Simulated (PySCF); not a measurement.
Mg(Me)(SMe) (C2H6MgS), SMILES [CH3][Mg][S]C.

The structure is a stationary point at B3LYP-D3(BJ)/def2-SVP. The structure was generated by enumeration; whether it is a known compound was not checked. One conformer was computed; it need not be the lowest.

Calculation: PySCF with TDDFT-PBE/def2-SVPD.

Vertical excitations. Gas-phase values at a fixed geometry.

Computed UV-visible absorptions:
```csv
state,energy (eV),λ (nm),f,main pairs
S1,3.73,333,0.021,HOMO→LUMO 99 %
S2,4.01,309,0.003,HOMO→LUMO+1 99 %
S3,4.49,276,0.019,"HOMO→LUMO+2 45 %, HOMO−1→LUMO 41 %, HOMO−1→LUMO+1 12 %"
S4,4.63,268,0.011,HOMO−1→LUMO+1 86 %
S5,4.93,251,0.315,"HOMO−1→LUMO 49 %, HOMO→LUMO+2 42 %"
S6,5.08,244,0.002,HOMO−1→LUMO+2 100 %
S7,5.34,232,0.019,HOMO→LUMO+3 100 %
S8,5.48,226,0.058,HOMO−2→LUMO 86 %
S9,5.57,223,0.043,HOMO−2→LUMO+1 91 %
S10,5.85,212,0.004,HOMO→LUMO+4 97 %
T1,3.53,351,0,HOMO→LUMO 99 %
T2,3.84,323,0,HOMO→LUMO+1 99 %
T3,4.00,310,0,HOMO−1→LUMO 97 %
T4,4.24,292,0,HOMO→LUMO+2 93 %
```
Triplets are in the Tamm–Dancoff approximation, which puts them higher than full response would, so one can lie above its singlet here.
